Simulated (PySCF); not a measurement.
SMILES [GeH3][SiH2]c1cccs1 (C4H8GeSSi) at its GFN2-xTB optimised geometry (Å):

```
15

Ge    -3.2223    -1.5109     1.8042
Si    -1.7326    -1.7802     0.0234
C     -0.5399    -0.3368     0.0000
C      0.8242    -0.3368     0.0000
C      1.3931     0.9540     0.0000
C      0.4518     1.9325     0.0012
S     -1.1407     1.2918     0.0022
H     -2.6153    -1.5941     3.1736
H     -4.3221    -2.5300     1.8580
H     -3.9552    -0.2039     1.8307
H     -0.9238    -2.9954     0.1600
H     -2.4519    -1.8217    -1.2558
H      1.4032    -1.2433     0.0012
H      2.4519     1.1440     0.0006
H      0.5916     2.9954    -0.0002
```

Computed with PBE0/def2-TZVP in PySCF.

Map of the log10 of the electron density (e/bohr³), floored at −4 on the plane z = 0.6 Å:

```
|                               |
|                               |
|               .::..           |
|             .:----:.          |
|           ..:-=+++=:.         |
|        ..:::-=**#*+-:         |
|       .:--==++##%#*=-.        |
|      .-==++***#%%#*+-::.      |
|     .:=+*#####%@@%#*+=-:.     |
|     .-=*#%%%%%@@@%##*++=-.    |
|    .:-+*%@@@@@@@@@%%##*+-:    |
|   ..:-+#%@@@@%%%@@@%%%#*=:.   |
| ..:::-+*%@@@@%##%@@@%%#*=:.   |
|.::----=*#%@@@%##%@@@%#*+=:    |
|:--=====+*#%%@%%%%@@%#*+=-.    |
|:-=+++==+*#%%@@@@@@%#*+=-:     |
|-==+++++**#%@@@@@@@%#*=-:.     |
|-=++****###%@@@@@@@%#*=-.      |
|-=+**###%%%%%%%%%%%%#*=-.      |
|-=+**#%%%%%%%##**##%#*=-.      |
|-=+*##%%@@@%##*++****+=:       |
|-=+**#%%%@@%##*+==+++=-.       |
|-=++**##%%%%%#*+=----:.        |
|-=+++***##%%%%#+=:::..         |
|-=====++**#%%%#+=:.            |
|:-----==++*#%#*+-:             |
|.::::::--=+***+=:.             |
|  ......:-==+==-.              |
|        .::---:.               |
|          .....                |
|                               |
```
Scale: ten equal steps from -4.00 (start of ' ') to -0.703 (end of '@'), in the order ' .:-=+*#%@'; x runs from -5.00 to 5.00, y from -5.00 (bottom) to 5.00 (top).
